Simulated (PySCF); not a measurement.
A structure optimised at B3LYP-D3(BJ)/def2-SVP, used in a PySCF frequency run:

```
N
H 1 1.0136
B 1 1.4077 2 117.21
O 3 1.3606 1 125.72 2 -179.89
H 4 0.9644 3 114.08 1 0.21
C 1 1.4457 2 114.89 3 -179.92
H 6 1.1014 1 110.52 2 -179.34
H 6 1.1046 7 106.75 5 -123.58
H 6 1.1048 7 106.81 8 -115.09
Cl 3 1.7916 4 116.50 5 -179.80
```
Charge 0, spin multiplicity 1.

Task: Write its SMILES and formula.

Result: CNB(O)Cl, CH₅BClNO

Task: What are its rotational constants (standard atomic weights)?

Result: 7.7099, 2.3246, 1.8066 GHz
